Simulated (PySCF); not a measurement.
Mayer bond orders and bond lengths

Compound: C6H13PSi.
Numbering: `[CH3:1][C:2]1=[CH:3][CH2:4][P:5]([CH2:6][SiH3:7])[CH2:8]1` (hydrogens: H9, H10, H11 on C1; H12 on C3; H13, H14 on C4; H15, H16 on C6; H17, H18, H19 on Si7; H20, H21 on C8)

Geometry (GFN2-xTB, Å), atoms numbered from 1 in this order:
```xyz
21
C6H13PSi angstrom
C     -2.3590   -1.4056    0.2230
C     -1.4941   -0.2133   -0.0205
C     -1.5897    0.9591    0.5882
C     -0.6271    2.0222    0.1619
P      0.7202    1.1434   -0.7971
C      1.6449    0.4654    0.6628
Si     3.0352   -0.7309    0.1590
C     -0.4216   -0.3067   -1.0710
H     -2.8849   -1.6821   -0.6908
H     -3.0913   -1.2001    1.0000
H     -1.7527   -2.2596    0.5258
H     -2.3246    1.1848    1.3462
H     -0.2021    2.5749    1.0041
H     -1.1213    2.7509   -0.4905
H      0.9360   -0.0051    1.3482
H      2.0855    1.3234    1.1765
H      3.9769   -0.0384   -0.7189
H      2.4904   -1.9016   -0.5354
H      3.7058   -1.1845    1.3811
H     -0.8647   -0.2305   -2.0703
H      0.1291   -1.2488   -1.0279
```

Bond orders from the PBE0/pcSseg-1 density (PySCF). Isolated species at its GFN2-xTB geometry (one conformer only).

How far do the computed orders between heavy atoms stray from the drawn ones?

The largest departure is 0.141, at C2–C3 (drawn double, 1.859).

Give the Mayer order of every bond between heavy atoms, beside its length.

| bond | drawn as | length (Å) | Mayer order |
| --- | --- | --- | --- |
| C1–C2 | single | 1.493 | 1.073 |
| C2–C3 | double | 1.324 | 1.859 |
| C3–C4 | single | 1.496 | 1.014 |
| C4–P5 | single | 1.873 | 0.965 |
| P5–C6 | single | 1.856 | 0.947 |
| C6–Si7 | single | 1.902 | 0.902 |
| P5–C8 | single | 1.866 | 0.961 |
| C8–C2 | single | 1.504 | 1.015 |

Bonds between the same two heavy elements. C–C: lowest C3–C4 and C8–C2 (1.014, 1.496 Å), highest C2–C3 (1.859, 1.324 Å). C–P: all 3 within 0.02 of one another (0.947 to 0.965). Bonds named together lie within 0.004.

And the bonds to hydrogen?

C–H: 0.92 to 0.97 (10 bonds); H–Si: 0.94 to 0.95 (3 bonds).

Sum the orders of all bonds at each heavy atom with more than one neighbour and set the sums beside the valence in the SMILES.

C1 3.928 (drawn 4), C2 3.947 (drawn 4), C3 3.845 (drawn 4), C4 3.840 (drawn 4), P5 2.873 (drawn 3), C6 3.707 (drawn 4), Si7 3.738 (drawn 4), C8 3.834 (drawn 4). Orders between atoms that aren't bonded are not in these sums.

The Mayer order sums products of elements of PS (density times overlap matrix) between the two atoms' basis functions, so it depends on the basis set.

These values come from a run that also computed NMR shieldings. On one thread of an x86-64 server (shared host), this took 59 s wall.
